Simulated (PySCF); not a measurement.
These are B3LYP-D3(BJ)/def2-TZVP in PySCF values and carry that method's errors. All species are isolated molecules in the gas phase. B3LYP has the VWN-RPA correlation part, as in Gaussian. Excitations are Tamm–Dancoff values on a coarser integration grid. The basis has no diffuse functions, so Rydberg states are missing or too high.

Reference species (SMILES): `[CH3][SnH3]` (neutral, multiplicity 1).

```
Property                                       Value
-------------------------------------------  -------
S1 oscillator strength                         0.282
T1 excitation (TDA)                          6.47 eV
brightest of the four lowest singlets (TDA)  7.52 eV
HOMO–LUMO gap                                8.13 eV
```

After one change: the S1 oscillator strength increases by 0.401; the T1 excitation (TDA) decreases by 0.84 eV; the brightest of the four lowest singlets (TDA) drops by 0.60 eV; the HOMO–LUMO gap falls by 0.94 eV.

Problem. What was changed between the two runs? The new species is one of these.
(A) `[GeH3][SnH3]`
(B) `[SiH3][SiH3]`
(C) `CC`
(D) `[GeH3][GeH3]`

Solution. A, `[GeH3][SnH3]`
